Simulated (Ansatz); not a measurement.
CH5BSi, SMILES `[H]/B=C\[SiH3]` (charge 0, multiplicity 1).

Cartesian coordinates (Å):
```xyz
8

B      1.6311    -0.1449    -0.3647
C      0.6467     0.7020     0.0578
Si    -1.0003    -0.1509     0.1598
H      2.4017    -0.9446    -0.7321
H      0.6985     1.7482     0.3263
H     -1.5424    -0.1246     1.5405
H     -0.8377    -1.5682    -0.2507
H     -1.9977     0.4830    -0.7369
```
Charge 0, spin multiplicity 1.

Frozen-core energies in 6-31g from Ansatz (a program for electronic structure) at a geometry from B3LYP-D3(BJ)/def2-TZVP; the HF reference has <S^2> = 0.00 and the T1 diagnostic is 0.014.

```tsv
level	energy (Ha)	difference from CCSDT(Q) (mHa)
HF	-354.24078	238.24
MP2	-354.43470	44.32
CCSD	-354.47105	7.97
CCSD(T)	-354.47784	1.18
CCSDT	-354.47868	0.34
CCSDT(Q)	-354.47902	0.00
```
